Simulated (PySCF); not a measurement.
CH10FNSi3, SMILES F[Si@@H](C)N([SiH3])[SiH3]. Geometry optimised at TPSSh-D3(BJ)/def2-SVP. The structure was generated by enumeration; whether it is a known compound was not checked. One conformer was computed; it need not be the lowest.

Computed equilibrium geometry at TPSSh-D3(BJ)/def2-SVP (PySCF confirms it by a frequency run) as a Z-matrix (one conformer of several):
```
N
Si 1 1.7452
F 2 1.6397 1 103.74
Si 1 1.7572 2 120.64 3 173.46
Si 1 1.7667 2 119.72 3 -6.15
H 2 1.4838 3 107.44 1 118.38
H 5 1.4861 1 112.32 2 65.68
H 5 1.4865 7 109.16 1 124.42
H 4 1.4882 1 111.77 2 -121.82
H 4 1.4889 9 108.33 1 123.64
H 5 1.4903 7 108.88 8 118.82
H 4 1.4907 9 109.11 10 118.23
C 2 1.8629 6 111.91 3 -119.07
H 13 1.1019 2 110.35 6 176.80
H 13 1.1022 14 108.52 2 122.14
H 13 1.1028 14 108.08 15 116.73
```
